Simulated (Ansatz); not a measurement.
HCu, singlet, at a GFN2-xTB geometry (such geometries of metal compounds can be far from the true shape).

Here is a job for Ansatz (a first-principles code).
Ansatz 0.2 input:
```yaml
crystal:
  periodic: [false, false, false]
  atoms:
    - {symbol: Cu, position_ang: [-0.00000000, -0.00000000, -0.04747396]}
    - {symbol: H, position_ang: [0.00000000, 0.00000000, 1.37674489]}
basis:
  gaussian:
    orbitals: cc-pVDZ
hamiltonian:
  xc: cam_b3lyp
accuracy: high
```

**Question.** What does this run give for the total energy, number of basis functions?

**Answer.** 
```json
{
  "total_energy": "-1641.2252 Eh",
  "number_of_basis_functions": "48"
}
```
